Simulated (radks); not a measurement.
The numbers below are computed, except where a source is named.
All-electron atom: Zr IV in [Ar] 3d10 4s1.75 4p6 4d1 4f0.25 (fractional occupations, a model configuration). Code: a radial shooting solver on a logarithmic mesh with Libxc functionals. Model: scalar-relativistic Kohn-Sham, B86b exchange with PBE correlation, spin-polarised, spherical densities, finite nucleus; open shells are filled with parallel spins first (spin-orbit coupling, left out, can overturn this in heavy ions); Fermi nuclear charge, rms radius 4.2694 fm.

Normalised radial functions P(r) = r R(r), r in bohr:

```
   r/bohr * 4p down, o 4d down, + 4f up (the largest magnitude, 0.982, reaches the edge; | marks zero, & curves that meet)
 0.004107                             &
 0.005521                             &
 0.007423                             &
 0.009901                             &*
  0.01331                             &*
   0.0179                             & *
  0.02406                             &  *
  0.03235                             &   *
  0.04349                             +o    *
  0.05848                             +o      *
  0.07862                             + o      *
   0.1057                             +   o   *
   0.1421                             +   * o
   0.1911                          *  +       o
   0.2569                  *          +         o
   0.3426               *             +         o
   0.4606                    *        |+    o
   0.6193                           o | +  *
   0.8327                 o           |  +                *
    1.119          o                  |    +                     *
    1.505       o                     |      +               *
    2.024          o                  |         +  *
    2.721                 o           |    *       +
    3.658                        o    |*            +
    4.918                            o*           +
    6.612                             &      +
     8.89                             & +
    11.95                             &
```

4p down: eigenvalue -60.682 eV, 2 radial nodes at r = 0.170, 0.563 bohr, <r> = 1.33 bohr, 90 % of the charge inside 1.96 bohr. 4d down (empty): eigenvalue -29.171 eV, 1 radial node at r = 0.577 bohr, <r> = 1.79 bohr, 90 % of the charge inside 2.75 bohr. 4f up: eigenvalue -10.995 eV, 0 radial nodes, <r> = 4.09 bohr, 90 % of the charge inside 6.23 bohr.
